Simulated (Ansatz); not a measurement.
These are frozen-core CCSD(T)/cc-pVTZ // PBE-D3(BJ)/def2-TZVP (Ansatz, a first-principles code) values and carry that method's errors. The restricted HF reference is unstable towards unrestricted orbitals.

Ansatz 0.2 input:
```yaml
crystal:
  periodic: [false, false, false]
  atoms:
    - { symbol: C, position_ang: [1.762753, -0.055105, -0.262521] }
    - { symbol: C, position_ang: [0.449371, 0.042308, -0.077494] }
    - { symbol: C, position_ang: [-0.69323, -0.884841, 0.271042] }
    - { symbol: Si, position_ang: [-1.15319, 0.923433, 0.007488] }
    - { symbol: H, position_ang: [2.369656, 0.816622, -0.517733] }
    - { symbol: H, position_ang: [2.28787, -1.012178, -0.166484] }
    - { symbol: H, position_ang: [-0.981662, -1.624376, -0.484924] }
    - { symbol: H, position_ang: [-0.707024, -1.296587, 1.286853] }
    - { symbol: H, position_ang: [-1.855508, 1.320187, -1.24357] }
    - { symbol: H, position_ang: [-1.479035, 1.770537, 1.187343] }
basis:
  gaussian: { orbitals: cc-pVTZ }
correlation:
  method: ccsd_t
```

Output:

```
Functional definition: HF
1180 factors; integrals over basis functions are off by at most 1.1e-3 eV
mean field evaluation 1: about -11044.0934 eV, gradient 3.3e1 eV
mean field evaluation 2: about -11044.3689 eV, gradient 3.3e1 eV
mean field evaluation 4: about -11047.6108 eV, gradient 4.3e0 eV
mean field evaluation 8: about -11047.6783 eV, gradient 3.0e-1 eV
mean field evaluation 16: about -11044.0916 eV, gradient 3.3e1 eV
mean field -11047.67873583 eV, -405.9947051562 hartree, gradient 2.4e-6 eV, S^2 0.000000; 0 other end points of the search recorded, 0 dependent functions left out; unrestricted orbitals would lower it
8 core orbitals not correlated
reference -11047.67873583 eV, -405.9947051562 hartree; 11, 11 occupied and 189, 189 virtual orbitals, 1180 factors
second order -16.69476969 eV of doubles, -0.00000000 eV of singles
cycle   1  -17.18841983 eV  change   -4.9e-1 eV  update   9.5e-2
cycle   2  -17.69420007 eV  change   -5.1e-1 eV  update   3.0e-2
cycle   3  -17.78167557 eV  change   -8.7e-2 eV  update   1.3e-2
cycle   4  -17.77766741 eV  change    4.0e-3 eV  update   3.8e-3
cycle   5  -17.77889975 eV  change   -1.2e-3 eV  update   1.4e-3
cycle   6  -17.77877316 eV  change    1.3e-4 eV  update   4.4e-4
cycle   7  -17.77865758 eV  change    1.2e-4 eV  update   1.5e-4
cycle   8  -17.77866944 eV  change   -1.2e-5 eV  update   5.7e-5
cycle   9  -17.77866221 eV  change    7.2e-6 eV  update   1.8e-5
perturbative correction -0.83879585 eV, -0.0308251788 hartree
Total energy: -11066.29619389 eV, -406.6788841205 hartree
```

Cost: around 2.0 core-minutes (rough).
